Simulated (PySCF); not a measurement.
SMILES CC(CC=O)(C)C (GFN2-xTB optimised geometry):

```
19

C      1.385     0.483     1.253
C      0.860    -0.220     0.000
C      1.337    -1.676    -0.002
C      1.385     0.485    -1.252
C     -0.678    -0.220     0.000
C     -1.366     1.112     0.000
O     -0.867     2.202    -0.002
H      2.471     0.451     1.274
H      1.072     1.522     1.266
H      1.012    -0.005     2.152
H      2.423    -1.716    -0.004
H      0.979    -2.202     0.881
H      0.976    -2.201    -0.884
H      1.016    -0.004    -2.152
H      1.069     1.524    -1.266
H      2.472     0.457    -1.270
H     -1.050    -0.761    -0.876
H     -1.050    -0.762     0.876
H     -2.472     1.003     0.002
```

Calculation: PBE/def2-SVP run with PySCF 2.14.0.

Problem. What are the frontier orbital energies and the dipole moment?

Solution. HOMO-2 -7.75 eV, HOMO-1 -7.75 eV, HOMO -5.60 eV, LUMO -1.67 eV, LUMO+1 0.67 eV; dipole moment 2.17 D.

Meta-Löwdin charges at PBE/def2-SVP: C1 -0.31, C2 0.08, C3 -0.30, C4 -0.31, C5 -0.22, C6 0.26, O7 -0.35, H8 0.10, H9 0.11, H10 0.09, H11 0.10, H12 0.09, H13 0.09, H14 0.09, H15 0.11, H16 0.10, H17 0.11, H18 0.11, H19 0.05.
